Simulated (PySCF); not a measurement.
The dipole of `O=CC#C[C@@H]1[SiH2][C@H]1[SiH2]Cl` from its density and from atomic charges.

Coordinates (GFN2-xTB, Å) and charges (e) from the PBE0/pcSseg-1 density (PySCF):

| atom | x | y | z | Mulliken | IAO | Hirshfeld | ESP-fitted |
| --- | --- | --- | --- | --- | --- | --- | --- |
| O1 | 4.632 | 0.290 | -1.253 | -0.3501 | -0.3861 | -0.2322 | -0.4441 |
| C2 | 3.817 | 0.490 | -0.383 | +0.1881 | +0.2328 | +0.1122 | +0.4879 |
| C3 | 2.422 | 0.296 | -0.483 | -0.2307 | -0.1317 | -0.0725 | -0.2576 |
| C4 | 1.230 | 0.106 | -0.602 | +0.2411 | +0.0187 | -0.0122 | +0.0893 |
| C5 | -0.161 | -0.043 | -0.675 | -0.4740 | -0.3582 | -0.0980 | -0.3062 |
| Si6 | -1.298 | 1.483 | -0.419 | +0.5965 | +0.6960 | +0.3490 | +0.2545 |
| C7 | -0.968 | -0.038 | 0.651 | -0.6820 | -0.6456 | -0.2004 | -0.3909 |
| Si8 | -2.142 | -1.482 | 0.962 | +0.7550 | +0.8200 | +0.3511 | +0.4118 |
| Cl9 | -3.334 | -1.683 | -0.659 | -0.3238 | -0.3161 | -0.1065 | -0.1955 |
| H10 | 4.121 | 0.864 | 0.619 | +0.0880 | +0.1098 | +0.0421 | +0.0036 |
| H11 | -0.486 | -0.756 | -1.425 | +0.1804 | +0.1801 | +0.0524 | +0.2103 |
| H12 | -2.481 | 1.533 | -1.256 | -0.0233 | -0.0777 | -0.0486 | +0.0213 |
| H13 | -0.640 | 2.719 | -0.039 | -0.0304 | -0.0786 | -0.0449 | +0.0174 |
| H14 | -0.327 | 0.156 | 1.507 | +0.1868 | +0.1785 | +0.0494 | +0.2058 |
| H15 | -1.410 | -2.736 | 1.127 | -0.0553 | -0.1202 | -0.0691 | -0.0389 |
| H16 | -2.983 | -1.190 | 2.120 | -0.0663 | -0.1217 | -0.0714 | -0.0686 |

Task: What dipole does each set of charges give (1 e·Å = 4.803 D), and what does the density give?

Result: The full density gives (-3.91, 1.53, 2.86) D, 5.07 D in size; dipole vectors point from the negative to the positive end.

| scheme | μx | μy | μz | size (D) | share of the full size (%) | angle to the full dipole (°) |
| --- | --- | --- | --- | --- | --- | --- |
| Mulliken | -5.64 | 1.85 | 3.87 | 7.09 | 140 | 3 |
| IAO | -4.98 | 2.31 | 3.66 | 6.60 | 130 | 3 |
| Hirshfeld | -4.26 | 1.13 | 1.67 | 4.71 | 93 | 15 |
| ESP-fitted | -3.85 | 1.50 | 2.91 | 5.06 | 100 | 1 |

Task: Which set comes closest?

Result: Length of the difference vector: ESP-fitted 0.09 D, Hirshfeld 1.30 D, IAO 1.55 D, Mulliken 2.04 D. Closest: ESP-fitted. 

Task: What is left for the Hirshfeld atoms' own dipoles?

Result: The shares of the density sum to the whole, so what Σ q r misses lies in dipoles about the nuclei. The atomic dipoles sum to (-3.91, 1.53, 2.86) − (-4.26, 1.13, 1.67) = (0.35, 0.40, 1.19) D, 1.30 D in size.

Task: With the origin at the mean of the coordinates, (0.000, 0.001, -0.013) Å, which are the largest single terms, by size, of the Hirshfeld dipole along the direction of the full one?

Result: O1 +4.66, Si8 +2.95, Si6 +2.04, C2 -1.62, H16 -1.08 D; all 16 atoms together +4.56 D. The single terms depend on the origin, their sum doesn't.

Task: Give the size of the full dipole in other units.

Result: 5.07 D = 1.997 au = 1.057 e·Å = 16.93 × 10⁻³⁰ C·m.

One conformer (not necessarily the lowest) at the GFN2-xTB geometry, without solvent, vibrations or thermal averaging.

The values belong to the conformer `[O:1]=[CH:2][C:3]#[C:4][C@@H:5]1[SiH2:6][C@H:7]1[SiH2:8][Cl:9]`: Si6–C7–Si8–Cl9 29°.
